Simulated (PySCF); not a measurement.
Computed IR spectrum (relative IR intensity) of a molecule CH5BFNO. Geometry: PBE0-D3(BJ)/def2-SVP. One conformer was computed; it need not be the lowest. Calculation: PySCF with PBE0-D3(BJ)/def2-SVP. Frequencies are harmonic and unscaled.

ν (cm⁻¹): 211 (vw), 401 (m), 513 (s), 613 (w), 876 (w), 887 (vw), 998 (s), 1097 (m), 1276 (w), 1413 (m), 1464 (s), 1599 (vs), 3048 (w), 3101 (w), 3636 (m), 3747 (m), 3925 (m) (against the strongest line: vs over 80 %, s over 45 %, m over 15 %, w over 4 %, vw less)

### Question
Identify the compound among the candidates.
(A) NB(O)CF
(B) COB(N)F
(C) CNB(O)F

### Answer
A, NB(O)CF
